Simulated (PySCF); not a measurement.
Compound: ethyldimethoxyborane, C4H11BO2.
Atom-mapped SMILES: `[CH3:1][CH2:2][B:3]([O:4][CH3:5])[O:6][CH3:7]` (hydrogens: H8, H9, H10 on C1; H11, H12 on C2; H13, H14, H15 on C5; H16, H17, H18 on C7)

Structure used (PBE0-D3(BJ)/def2-SVP), in Å, numbered top down from 1:
```
atom  x, y, z in Å
C1    -0.6478    2.4881    0.0052
C2     0.4082    1.3935   -0.0697
B3    -0.1497   -0.0608   -0.3305
O4     0.6488   -1.1643   -0.4445
C5     2.0424   -1.1019   -0.3418
O6    -1.4903   -0.2346   -0.4537
C7    -2.0784   -1.4898   -0.6743
H8    -0.2042    3.4828    0.1673
H9    -1.3578    2.2990    0.8244
H10   -1.2419    2.5309   -0.9199
H11    1.1504    1.6241   -0.8572
H12    1.0066    1.3692    0.8609
H13    2.4883   -0.4797   -1.1368
H14    2.4451   -2.1207   -0.4388
H15    2.3682   -0.6959    0.6312
H16   -2.9475   -1.3604   -1.3367
H17   -1.3746   -2.2012   -1.1326
H18   -2.4343   -1.9186    0.2773
```

Level: CAM-B3LYP/def2-SVPD in PySCF, non-relativistic, on one gas-phase PBE0-D3(BJ)/def2-SVP geometry that isn't relaxed in the solvent. The solvent is an IEF-PCM continuum (van der Waals radii × 1.2), and excitations are vertical TDDFT with non-equilibrium linear response and a frozen core. The model holds no explicit solvent molecules, cavitation or dispersion.

```json
{"run": "gas", "E − E(gas) (kcal/mol)": "0.00", "HOMO (eV)": "-9.58", "HOMO–LUMO gap (eV)": "10.51", "dipole (D)": "1.41", "lowest singlet (eV)": "7.62", "static polarisability (au)": "71.7"}
{"run": "P", "E − E(gas) (kcal/mol)": "-2.10", "HOMO (eV)": "-9.57", "HOMO–LUMO gap (eV)": "10.56", "dipole (D)": "1.71", "lowest singlet (eV)": "7.63", "static polarisability (au)": "85.6"}
{"run": "Q", "E − E(gas) (kcal/mol)": "-1.29", "HOMO (eV)": "-9.56", "HOMO–LUMO gap (eV)": "10.54", "dipole (D)": "1.59", "lowest singlet (eV)": "7.62", "static polarisability (au)": "80.0"}
```

Problem. The runs were made in benzene and chloroform. Which run belongs to which solvent?

Solution. P = chloroform, Q = benzene. The dielectric constants are 2.271 (benzene), 4.711 (chloroform), and the energy falls further as ε rises. The optical constants n² used for the excitations are 2.25, 2.09 in the same order. In this model the ground state sees the solvent through ε alone.

Problem. How constant is the ratio of the lowering to (ε − 1)/(2ε + 1)?

Solution. 
```
   solvent  (ε − 1)/(2ε + 1)  E − E(gas) (kcal/mol)  ratio (kcal/mol)  polarisation term (kcal/mol)
   benzene             0.229                  -1.29              -5.6                         -1.36
chloroform             0.356                  -2.10              -5.9                         -2.30
```

The ratio changes by +5.1 % in size from benzene to chloroform. The polarisation term is half the interaction of the solute with the induced surface charges.

Time: 38 s of wall time. Hardware: Arm Neoverse V2, one thread, on a shared host. This is the whole response run at CAM-B3LYP/def2-SVPD in chloroform, SCF included.
